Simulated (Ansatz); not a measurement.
Reactions of C$_{2}$H$_{7}$NSSi (`SC[SiH]1CN1`).

Isolated molecules relaxed with PBE0-D4/def2-TZVP in Ansatz; ΔE leaves out vibrations. CCSD(T)/CBS adds triple-zeta CCSD(T) − MP2 to the extrapolated MP2 energy (def2 sets, frozen cores). This one scheme is used for every species. Triplets are unrestricted, without spin–orbit coupling. Each species was taken in one conformer, which may not be the lowest.

```tsv
reaction	CCSD(T)/CBS(def2) (kJ/mol)
`SC[SiH]1CN1` + H₂O → `O[SiH]1CN1` + CH₃SH	-97
`SC[SiH]1CN1` + H₂ → `C[SiH]1CN1` + H₂S	-72
`SC[SiH]1CN1` + H–F → `F[SiH]1CN1` + CH₃SH	?
`SC[SiH]1CN1` + `[SiH3]CS` → `[SiH3]CSCS` + `C1N[SiH2]1`	51
`SC[SiH]1CN1` + H₂S → `S[SiH]1CN1` + CH₃SH	-59
`SC[SiH]1CN1` + PH₃ → `P[SiH]1CN1` + CH₃SH	-18
`SC[SiH]1CN1` → `[SiH3]C1NCS1`	?
`SC[SiH]1CN1` → `C=NCS[SiH3]`	-20
`SC[SiH]1CN1` → `[CH2]` (triplet) + `S[SiH]1CN1`	362
`SC[SiH]1CN1` + `BN` → `BN[SiH]1CN1` + CH₃SH	?
```

**Question.** Fill in the missing values. (An estimate is asked.)

**Answer.** The calculation gave: `SC[SiH]1CN1` + H–F → `F[SiH]1CN1` + CH₃SH: -128.1 kJ/mol; `SC[SiH]1CN1` → `[SiH3]C1NCS1`: +70.4 kJ/mol; `SC[SiH]1CN1` + `BN` → `BN[SiH]1CN1` + CH₃SH: -50.0 kJ/mol.

Largest T1 diagnostic: 0.014, for `P[SiH]1CN1`.
